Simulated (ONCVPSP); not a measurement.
zirconium, ONCV: configuration errors across variants

ONCVPSP 4.0.1 input, shortened (lines: element, Z, core and valence counts, functional; n l f; lmax; l rc ep ncon nbas qcut; lloc lpopt rc5 dvloc0; l nproj debl; icmod fcfact rcfact), PBE, scalar-relativistic:

```
  Zr 40.00    7    3        4      upf
    1    0    2.00
    2    0    2.00
    2    1    6.00
    3    0    2.00
    3    1    6.00
    3    2   10.00
    4    0    2.00
    4    1    6.00
    4    2    2.00
    5    0    2.00
    2
    0    2.75    0.00    3    8    2.30
    1    1.55    0.00    4    7    5.40
    2    2.90    0.00    4    8    6.30
    4    5    1.00    0.00
    0    2    3.00
    1    2    2.80
    2    2    2.10
    0    0.00    0.00
```

All-electron excitation energies from the reference (eV): (1) 4p6 4d2 5s1 7.137; (2) 4p6 4d2 5s0 20.078; (3) 4p6 4d1 5s0 42.704; (4) 4p6 4d2 5s0 5p2 6.214.

3 further variants failed, have other tests or too few solved ones, and are left out.

A true bound ghost makes a file unfit for plane-wave use even where its test errors are small: the radial tests pick states by their node count and pass the ghost by.

Errors AE − PS in meV (a dash: test not solved or not reliable):

```csv
change,(1),(2),(3),(4),bound ghosts,GHOST(+) flags above zero
base,-3.2,-6.6,+130,-15,s,s
s: qcut 1.8,-1.4,-1.8,+104,-12,s,s
s: qcut 2.2,-2.9,-5.9,+126,-15,s,s
```

Question: Give the same row for: s: qcut 1.4.

Answer: +0.6, +3.3, +77, -9.1; bound ghosts: s; GHOST(+) flags above zero: s.
